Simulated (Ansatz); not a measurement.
The same path of Cl₂GaH₃O (7 atoms, charge 0, multiplicity 1) was run twice with different band settings. Lost on the way: Ga1–H2, O5–H7. Made: H2–H7.

These are results of RKS revPBE/def2-SVP (Ansatz 0.2.0), not measurements.

Relaxed end points:

```xyz
7
Properties=species:S:1:pos:R:3
Ga 0.112 0.105 0.142
H 0.051 0.807 1.545
Cl 1.880 0.244 -1.130
Cl -1.777 -0.254 -0.968
O 0.143 -2.003 0.722
H -0.645 -2.316 0.223
H -0.092 -2.129 1.663
```

```xyz
7
Properties=species:S:1:pos:R:3
Ga 0.094 -0.550 -1.045
H -0.136 -0.552 3.420
Cl 1.907 0.370 -1.738
Cl -1.829 0.041 -1.836
O 0.225 -1.831 0.214
H -0.656 -2.184 0.443
H 0.067 -0.841 2.739
```

Common settings: movable images 9; climbing image yes; spring 5.0 eV/Å²; optimiser quadratic models (default); start path through a guess of the saddle point; iteration limit 60; end points relaxed.

| run | force threshold |
| --- | --- |
| 1 | 0.05 eV/Å |
| 2 | 0.2 eV/Å |

(1) What does each run give, and how far can it be trusted?

## Answers

(1) Run 1: converged after 15 iterations, highest image 1.264 eV above the first end. A vibrational analysis at the climbing image gives one clearly imaginary mode, 1089i cm⁻¹: a first-order saddle point.
Run 2: converged after 11 iterations, highest image 1.277 eV above the first end. The threshold of 0.2 eV/Å is loose, so the images may lie well off the minimum-energy path. The order of the point at the top wasn't checked.
The orbitals stay closed-shell, which can raise the energy where a bond breaks towards radicals; this wasn't checked here.
